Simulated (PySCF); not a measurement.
B (SMILES [B+]), charge +1, singlet; DF-PBE0/def2-QZVPP in PySCF.

PySCF was given this input:
```python
from pyscf import gto, scf, dft

mol = gto.M(
    atom='''
B     0.00000000    0.00000000    0.00000000
''',
    basis='def2-qzvpp',
    charge=1,
    verbose=5,
)

mf = dft.RKS(mol)
mf.xc = 'pbe0'
mf = mf.density_fit(auxbasis='def2-universal-jkfit')
mf.kernel()
```

### Question
Write the output that PySCF gives for this input, abridged.

### Answer

```
PySCF version 2.14.0

[INPUT] verbose = 5
[INPUT] max_memory = 4000
[INPUT] num. atoms = 1
[INPUT] num. electrons = 4
[INPUT] charge = 1
[INPUT] spin (= nelec alpha-beta = 2S) = 0
[INPUT] symmetry False subgroup None
[INPUT] Mole.unit = angstrom
[INPUT] Symbol           X                Y                Z      unit          X                Y                Z       unit  Magmom
[...]
[INPUT] ---------------- BASIS SET ----------------
[INPUT] l, kappa, [nprim/nctr], expnt,             c_1 c_2 ...
[INPUT] B
[...]
                                6957.6889042      0.00029836770197
                                1583.4428403      0.0015645478806
                                448.46601009      0.0065476770742
                                146.28639262      0.023139008388
                                52.784386084      0.069615799357
                                20.51939617       0.17119636876
                                8.4185659258      0.31913191837
[...]
                                10.541854005      0.78926384265
[...]
                                16.807707208      0.0068762067365
                                5.2259410747      0.030976687148
                                1.8508350671      0.10432357913
                                0.72206782663     0.26164137577
[...]
nuclear repulsion = 0
number of shells = 17
number of NR pGTOs = 77
number of NR cGTOs = 57
basis = def2-qzvpp
ecp = {}

******** <class 'pyscf.df.df_jk.DFRKS'> ********
method = DFRKS
initial guess = minao
damping factor = 0
level_shift factor = 0
DIIS = <class 'pyscf.scf.diis.CDIIS'>
diis_start_cycle = 1
diis_space = 8
diis_damp = 0
SCF conv_tol = 1e-09
SCF conv_tol_grad = None
SCF max_cycles = 50
direct_scf = False
XC library pyscf.dft.libxc version 7.1.2
    S. Lehtola, C. Steigemann, M. J. T. Oliveira, and M. A. L. Marques,  SoftwareX 7, 1–5 (2018)
XC functionals = pbe0
    C. Adamo and V. Barone,  J. Chem. Phys. 110, 6158 (1999)
    M. Ernzerhof and G. E. Scuseria,  J. Chem. Phys. 110, 5029 (1999)
radial grids:
    Treutler-Ahlrichs [JCP 102, 346 (1995); DOI:10.1063/1.469408] (M4) radial grids

becke partition: Becke, JCP 88, 2547 (1988); DOI:10.1063/1.454033
pruning grids: <function nwchem_prune>
grids dens level: 3
symmetrized grids: False
atomic radii adjust function: <function treutler_atomic_radii_adjust>
small_rho_cutoff = 0
Set gradient conv threshold to 3.16228e-05
Initial guess from minao.
atom B rad-grids = 75, ang-grids = [ 50  50  50  50  50  50  50  50  50  50  50  50  50  50  50  50  50  50
  50  50  50  50  50  86  86  86  86  86  86  86  86  86 266 266 266 266
 266 266 266 302 302 302 302 302 302 302 302 302 302 302 302 302 302 302
 302 302 302 302 266 266 266 266 266 266 266 266 266 266 266 266 266 266
 266 266 266]
tot_boxes 729, boxes in each direction [7 7 7]
Padding 2 grids
tot grids = 14048
nelec by numeric integration = 4.999994570521022
******** <class 'pyscf.df.df.DF'> ********
auxbasis = def2-universal-jkfit
num shells = 25, num cGTOs = 75
size of aux basis 75
int3c2e [1/1], AO [0:17], nrow = 1653
E1 = -32.57503326038829  E2 = 8.018478034333725  Ecoul = 11.844199553717772  Exc = -3.8257215193840466
init E= -24.5565552260546
cond(S) = 621.0880562104629
[...]
  mo_energy =
[-6.82453292e+00 -3.63033803e-01 -7.60898058e-02 -7.60898058e-02
 -7.60898058e-02  1.12399582e-01  1.12399582e-01  1.12399582e-01
  1.36039579e-01  3.13683950e-01  3.13683950e-01  3.13683950e-01
  3.13683950e-01  3.13683950e-01  5.22517460e-01  5.22517460e-01
  5.22517460e-01  9.89662360e-01  1.08043658e+00  1.08043658e+00
  1.08043658e+00  1.08043658e+00  1.08043658e+00  1.08043658e+00
  1.08043658e+00  1.15908753e+00  1.15908753e+00  1.15908753e+00
  1.15908753e+00  1.15908753e+00  1.84199598e+00  1.84199598e+00
  1.84199598e+00  3.19052645e+00  3.19052645e+00  3.19052645e+00
  3.19052645e+00  3.19052645e+00  3.19052645e+00  3.19052645e+00
  3.19052645e+00  3.19052645e+00  3.65725255e+00  3.65725255e+00
[...]
  3.27729819e+00  3.27729819e+00  3.27729819e+00  3.27729819e+00
  3.27729819e+00  3.27729819e+00  4.15822091e+00  1.78594879e+01
  1.00680672e+02]
nelec by numeric integration = 3.9999999999863824
E1 = -30.36814415569971  E2 = 6.066227208344088  Ecoul = 9.619091045756011  Exc = -3.552863837411923
cycle= 4 E= -24.3019169473556  delta_E= -4.46e-07  |g|= 9.51e-05  |ddm|= 0.00316
[...]
  mo_energy =
[-7.38733658e+00 -7.64110762e-01 -4.39925727e-01 -4.39925727e-01
 -4.39925727e-01 -1.05991148e-01 -8.69979013e-02 -8.69979013e-02
 -8.69979013e-02  4.26898870e-02  4.26898870e-02  4.26898870e-02
  4.26898870e-02  4.26898870e-02  2.31945431e-01  2.31945431e-01
  2.31945431e-01  6.40055121e-01  7.61595014e-01  7.61595014e-01
  7.61595014e-01  7.61595014e-01  7.61595014e-01  7.61595014e-01
  7.61595014e-01  7.94695813e-01  7.94695813e-01  7.94695813e-01
  7.94695813e-01  7.94695813e-01  1.42285925e+00  1.42285925e+00
  1.42285925e+00  2.79845670e+00  2.79845670e+00  2.79845670e+00
  2.79845670e+00  2.79845670e+00  2.79845670e+00  2.79845670e+00
  2.79845670e+00  2.79845670e+00  3.20500983e+00  3.20500983e+00
  3.20500983e+00  3.20500983e+00  3.20500983e+00  3.27733502e+00
  3.27733502e+00  3.27733502e+00  3.27733502e+00  3.27733502e+00
  3.27733502e+00  3.27733502e+00  4.15826240e+00  1.78595203e+01
  1.00680721e+02]
nelec by numeric integration = 3.999999999986382
E1 = -30.368152155348188  E2 = 6.066235205685379  Ecoul = 9.619103241898314  Exc = -3.5528680362129355
cycle= 5 E= -24.3019169496628  delta_E= -2.31e-09  |g|= 2.99e-06  |ddm|= 0.000311
[...]
  mo_energy =
[-7.38733873e+00 -7.64110802e-01 -4.39925926e-01 -4.39925926e-01
 -4.39925926e-01 -1.05989408e-01 -8.69956115e-02 -8.69956115e-02
 -8.69956115e-02  4.26905486e-02  4.26905486e-02  4.26905486e-02
  4.26905486e-02  4.26905486e-02  2.31946182e-01  2.31946182e-01
  2.31946182e-01  6.40055759e-01  7.61594788e-01  7.61594788e-01
  7.61594788e-01  7.61594788e-01  7.61594788e-01  7.61594788e-01
  7.61594788e-01  7.94695970e-01  7.94695970e-01  7.94695970e-01
  7.94695970e-01  7.94695970e-01  1.42285853e+00  1.42285853e+00
  1.42285853e+00  2.79845616e+00  2.79845616e+00  2.79845616e+00
  2.79845616e+00  2.79845616e+00  2.79845616e+00  2.79845616e+00
  2.79845616e+00  2.79845616e+00  3.20500982e+00  3.20500982e+00
  3.20500982e+00  3.20500982e+00  3.20500982e+00  3.27733506e+00
  3.27733506e+00  3.27733506e+00  3.27733506e+00  3.27733506e+00
  3.27733506e+00  3.27733506e+00  4.15826140e+00  1.78595190e+01
  1.00680719e+02]
nelec by numeric integration = 3.9999999999863807
E1 = -30.368152333572333  E2 = 6.066235383906217  Ecoul = 9.619103536852492  Exc = -3.5528681529462753
cycle= 6 E= -24.3019169496661  delta_E= -3.3e-12  |g|= 1.16e-07  |ddm|= 1.58e-05
[...]
  mo_energy =
[-7.38733870e+00 -7.64110763e-01 -4.39925878e-01 -4.39925878e-01
 -4.39925878e-01 -1.05989328e-01 -8.69955187e-02 -8.69955187e-02
 -8.69955187e-02  4.26905960e-02  4.26905960e-02  4.26905960e-02
  4.26905960e-02  4.26905960e-02  2.31946241e-01  2.31946241e-01
  2.31946241e-01  6.40055823e-01  7.61594817e-01  7.61594817e-01
  7.61594817e-01  7.61594817e-01  7.61594817e-01  7.61594817e-01
  7.61594817e-01  7.94696018e-01  7.94696018e-01  7.94696018e-01
  7.94696018e-01  7.94696018e-01  1.42285856e+00  1.42285856e+00
  1.42285856e+00  2.79845619e+00  2.79845619e+00  2.79845619e+00
  2.79845619e+00  2.79845619e+00  2.79845619e+00  2.79845619e+00
  2.79845619e+00  2.79845619e+00  3.20500988e+00  3.20500988e+00
  3.20500988e+00  3.20500988e+00  3.20500988e+00  3.27733513e+00
  3.27733513e+00  3.27733513e+00  3.27733513e+00  3.27733513e+00
  3.27733513e+00  3.27733513e+00  4.15826146e+00  1.78595191e+01
  1.00680719e+02]
nelec by numeric integration = 3.9999999999863847
E1 = -30.368152318924043  E2 = 6.066235369257894  Ecoul = 9.619103521060918  Exc = -3.552868151803024
Extra cycle  E= -24.3019169496662  delta_E= -3.55e-14  |g|= 9.57e-09  |ddm|= 6.5e-07
converged SCF energy = -24.3019169496662
```
